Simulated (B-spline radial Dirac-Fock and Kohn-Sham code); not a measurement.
# Relativistic shifts of the levels of Au⁶⁹⁺

System: gold as Au⁶⁹⁺, configuration [He] 2s2 2p6.

Both columns are ΔSCF binding energies of the configuration average from a radial finite-basis atomic code: non-relativistic Hartree-Fock with a point nucleus, and Dirac-Fock with a finite nucleus and the Coulomb interaction alone, averaged over the two j levels with weights 2j+1.

```csv
shell,Hartree-Fock (eV),Dirac-Fock (eV),shift (eV),shift (%)
1s,79850.6,87685.2,+7834.61,+9.81
2s,18241.3,20510.7,+2269.38,+12.44
2p,17828.7,18708.3,+879.59,+4.93
```

Relativity binds 1s, 2s, 2p more strongly, among those listed most of all 2s in relative terms.

Values without a named source are computed, but for edge energies of neutral atoms, which are taken from tables.
